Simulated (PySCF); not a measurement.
Gas-phase reaction: 4 InH3 + 3 C4H8 (isobutene) = 4 In(CH3)3

Computed with PySCF and rigid-rotor harmonic-oscillator thermochemistry at 1 bar. † marks an energy on the PBE0/def2-TZVP geometry and frequencies. MP2 and CCSD(T) freeze the core. All species are closed-shell singlets. In: scalar-relativistic def2 core potential, no spin-orbit coupling. Methyl groups turn as free rotors in In(CH3)3. InH3: computed as isolated molecules; such fragments, hydroxides, amides, oligomers or adducts are transient or little studied in the gas. MP2 isn't extrapolated to the basis-set limit; its ΔH°(298 K) is -376.0 kJ in def2-SVP and -545.1 kJ in def2-TZVPP. CCSD(T) isn't extrapolated to the basis-set limit. The harmonic model lacks anharmonicity and excited electronic states, which grow with temperature; levels with a mode under 35 cm⁻¹ are left out. Internal rotation in C4H8 (isobutene) is treated as a harmonic vibration of one conformer, which makes the entropy rough. Soft modes under 120 cm⁻¹ make the harmonic entropy rough for In(CH3)3.

```
level               ΔE electronic, kJ  ΔH°(298 K), kJ  ΔS°(298 K), J/K  ΔG°(600 K), kJ
------------------  -----------------  --------------  ---------------  --------------
BLYP/def2-TZVP†                  -440            -362             -302            -182
CCSD(T)/def2-SVP†                -387            -308             -302            -128
HF/def2-TZVP†                    -333            -254             -302             -74
MP2/def2-SVP†                    -454            -376             -302            -196
PBE0/def2-SVP†                   -444            -366             -302            -186
r2SCAN/def2-TZVP†                -508            -430             -302            -250
ωB97X-V/def2-TZVP†               -494            -416             -302            -236
```
ΔH° is lowest at r2SCAN/def2-TZVP† and highest at HF/def2-TZVP†. No reference value is set beside these.
